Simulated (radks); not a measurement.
Results of a calculation; reference values are marked as such.
All-electron atom: Yb+ in [Xe] 4f14 6s1 (the NIST ground configuration). Level of theory: scalar-relativistic Kohn-Sham, PBE, spin-polarised, spherical densities, point nucleus; open shells are filled with parallel spins first (spin-orbit coupling, left out, can overturn this in heavy ions) (a radial shooting solver on a logarithmic mesh with Libxc functionals).

Local quantities along the radius. ELF = 1/(1 + alpha^2) is the electron localisation function; alpha = (tau - tau_W)/tau_unif compares the Pauli kinetic energy density with that of the uniform gas (summed over spins); r v_xc is r times the local exchange-correlation potential of spin up (hartree bohr). tau is taken from the large components.

r (bohr)	ELF	alpha	r v_xc
0.0008348	0.999	0.02307	-0.1202
0.0009719	0.999	0.02341	-0.1262
0.001141	0.999	0.02395	-0.1342
0.001328	0.999	0.02468	-0.1436
0.001546	0.999	0.02565	-0.1548
0.001799	0.999	0.02692	-0.1680
0.002095	0.999	0.02857	-0.1832
0.002458	0.999	0.03083	-0.2015
0.002862	0.999	0.03363	-0.2211
0.003332	0.999	0.03727	-0.2428
0.003879	0.998	0.04206	-0.2666
0.004515	0.998	0.04845	-0.2924
0.005257	0.997	0.05711	-0.3198
0.006169	0.995	0.06984	-0.3500
0.007181	0.992	0.08714	-0.3794
0.00836	0.988	0.1123	-0.4086
0.009733	0.978	0.1500	-0.4368
0.01133	0.959	0.2079	-0.4627
0.0133	0.915	0.3046	-0.4864
0.01548	0.831	0.4503	-0.5048
0.01802	0.690	0.6706	-0.5191
0.02098	0.516	0.9677	-0.5301
0.02442	0.382	1.273	-0.5402
0.02866	0.329	1.428	-0.5591
0.03336	0.369	1.307	-0.6025
0.03884	0.485	1.031	-0.6741
0.04522	0.624	0.7768	-0.7552
0.05264	0.718	0.6263	-0.8267
0.06177	0.741	0.5905	-0.8792
0.07191	0.681	0.6849	-0.9022
0.08372	0.534	0.9341	-0.9012
0.09746	0.382	1.272	-0.8923
0.1135	0.347	1.372	-0.9181
0.1321	0.457	1.090	-1.020
0.155	0.635	0.7580	-1.145
0.1805	0.727	0.6136	-1.219
0.2101	0.697	0.6594	-1.218
0.2446	0.506	0.9887	-1.148
0.2847	0.281	1.600	-1.054
0.3341	0.289	1.568	-1.093
0.389	0.512	0.9766	-1.266
0.4528	0.683	0.6810	-1.394
0.5271	0.709	0.6413	-1.432
0.6137	0.629	0.7688	-1.381
0.7202	0.470	1.063	-1.275
0.8384	0.356	1.345	-1.183
0.976	0.361	1.331	-1.149
1.136	0.458	1.087	-1.151
1.323	0.547	0.9107	-1.130
1.552	0.545	0.9130	-1.057
1.807	0.436	1.137	-0.9480
2.104	0.261	1.682	-0.8323
2.449	0.140	2.481	-0.7375
2.851	0.126	2.628	-0.6787
3.319	0.241	1.777	-0.6736
3.895	0.514	0.9732	-0.6212
4.535	0.736	0.5995	-0.5244
5.279	0.833	0.4486	-0.4692
6.146	0.844	0.4303	-0.4435
7.154	0.767	0.5506	-0.3753
8.396	0.503	0.9937	-0.2540
9.774	0.148	2.395	-0.1459

On this mesh the ELF has minima near r = 0.029, 0.11, 0.28, 0.84, 2.9 bohr, which separate the shells, and maxima near 0.062 (0.74), 0.18 (0.73), 0.53 (0.71), 1.3 (0.55), 6.1 (0.84).
